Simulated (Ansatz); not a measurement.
CdH$_{6}$O$_{2}$Si$_{2}$ (`[SiH3][O][Cd][O][SiH3]`), relaxed with RKS PBE0-D4/def2-TZVP in Ansatz from a GFN2-xTB geometry. The force threshold is 0.005 eV/Å; the program also tests the step.

Total charge 0; spin multiplicity 1. Cd takes the def2 core potential.

Start:

```xyz
11

Si   -0.833   -0.451   -1.873
O    -1.365    0.979   -1.367
Cd   -0.461    2.008    0.000
O     0.820    1.473    1.349
Si    0.945   -0.041    1.875
H    -1.037   -1.505   -0.859
H     0.611   -0.381   -2.229
H    -1.666   -0.686   -3.057
H     1.547   -0.927    0.857
H    -0.387   -0.577    2.267
H     1.826    0.108    3.036
```

```json
{"step": "1", "energy (eV)": "-24504.4776", "largest force (eV/Å)": "1.165", "largest move (Å)": "0.000"}
{"step": "2", "energy (eV)": "-24504.8789", "largest force (eV/Å)": "0.762", "largest move (Å)": "0.191"}
{"step": "3", "energy (eV)": "-24505.0940", "largest force (eV/Å)": "0.679", "largest move (Å)": "0.200"}
{"step": "4", "energy (eV)": "-24505.2074", "largest force (eV/Å)": "0.405", "largest move (Å)": "0.194"}
{"step": "5", "energy (eV)": "-24505.2810", "largest force (eV/Å)": "0.311", "largest move (Å)": "0.200"}
{"step": "6", "energy (eV)": "-24505.3411", "largest force (eV/Å)": "0.227", "largest move (Å)": "0.199"}
{"step": "7", "energy (eV)": "-24505.3763", "largest force (eV/Å)": "0.300", "largest move (Å)": "0.194"}
{"step": "8", "energy (eV)": "-24505.4016", "largest force (eV/Å)": "0.500", "largest move (Å)": "0.195"}
{"step": "9", "energy (eV)": "-24505.4363", "largest force (eV/Å)": "0.137", "largest move (Å)": "0.188"}
{"step": "10", "energy (eV)": "-24505.4417", "largest force (eV/Å)": "0.249", "largest move (Å)": "0.118"}
{"step": "11", "energy (eV)": "-24505.4474", "largest force (eV/Å)": "0.102", "largest move (Å)": "0.101"}
{"step": "12", "energy (eV)": "-24505.4487", "largest force (eV/Å)": "0.035", "largest move (Å)": "0.055"}
{"step": "13", "energy (eV)": "-24505.4490", "largest force (eV/Å)": "0.023", "largest move (Å)": "0.042"}
{"step": "14", "energy (eV)": "-24505.4492", "largest force (eV/Å)": "0.022", "largest move (Å)": "0.022"}
{"step": "15", "energy (eV)": "-24505.4494", "largest force (eV/Å)": "0.014", "largest move (Å)": "0.012"}
{"step": "16", "energy (eV)": "-24505.4497", "largest force (eV/Å)": "0.019", "largest move (Å)": "0.025"}
{"step": "17", "energy (eV)": "-24505.4500", "largest force (eV/Å)": "0.033", "largest move (Å)": "0.089"}
{"step": "18", "energy (eV)": "-24505.4501", "largest force (eV/Å)": "0.019", "largest move (Å)": "0.072"}
{"step": "19", "energy (eV)": "-24505.4502", "largest force (eV/Å)": "0.014", "largest move (Å)": "0.036"}
{"step": "20", "energy (eV)": "-24505.4502", "largest force (eV/Å)": "0.011", "largest move (Å)": "0.006"}
{"step": "21", "energy (eV)": "-24505.4503", "largest force (eV/Å)": "0.014", "largest move (Å)": "0.015"}
{"step": "22", "energy (eV)": "-24505.4503", "largest force (eV/Å)": "0.003", "largest move (Å)": "0.004"}
```

End:

```xyz
11

Si   -1.297   -0.396   -2.850
O    -1.195    0.712   -1.663
Cd   -0.184    0.845   -0.005
O     0.786    1.164    1.652
Si    1.337    0.213    2.851
H    -1.740   -1.725   -2.333
H     0.016   -0.608   -3.528
H    -2.283    0.071   -3.861
H     2.287   -0.823    2.347
H     0.228   -0.511    3.541
H     2.045    1.058    3.849
```

Run time 38 s (2 threads of an AMD EPYC 7R13 on a shared host and a share of an NVIDIA H100 80 GB); peak host memory 0.92 GiB.
